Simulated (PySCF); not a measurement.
# Worked example: chemical shift, span and skew from a shielding tensor

CH10O2Si3, SMILES [Si]([SiH3])(CO)([SiH3])O. Atoms are numbered in the order given.

```xyz
16

O     -1.5067     2.2153    -0.0707
C     -0.7406     1.4404    -0.9626
Si     0.1824     0.1157     0.0322
O      0.8637     1.0957     1.2313
Si     1.8170    -1.0360    -1.2068
Si    -1.3396    -1.3814     1.0167
H     -0.9183     2.4694     0.6524
H     -0.0184     2.0513    -1.5437
H     -1.4224     0.9825    -1.6976
H      1.1930     0.6589     2.0220
H      1.1528    -1.8861    -2.2452
H      2.7532    -0.0881    -1.8882
H      2.6155    -1.9310    -0.3106
H     -0.6240    -2.2824     1.9771
H     -2.4013    -0.6452     1.7681
H     -1.9788    -2.2349    -0.0337
```

Geometry: PBE0-D3(BJ)/def2-SVP. The structure was generated by enumeration, and PubChem lists no compound with its InChIKey, so it may never have been made. The values are those of a single conformer.

GIAO shieldings from PBE0/pcSseg-1 (PySCF), non-relativistic, no solvent. The symmetric part of the tensor of Si5 has the principal values 458.1, 461.1, 472.1 ppm. The same nucleus in TMS has σ = 352.7 ppm at this level (PySCF, at its B3LYP-D3(BJ)/def2-TZVP geometry).

**Question.** Work out the isotropic shielding, the ²⁹Si shift against TMS, the span and the skew.

**Answer.** 
σ(iso) = (σ11 + σ22 + σ33)/3 = 463.8 ppm. δ = σ(ref) − σ(iso) = 352.7 − (463.8) = -111.1 ppm.
Span Ω = σ33 − σ11 = 14.0 ppm. Skew κ = 3(σ(iso) − σ22)/Ω = 0.57. Tumbling in solution averages the tensor to δ; in a static solid the shielding alone would spread this spin-1/2 line over Ω.
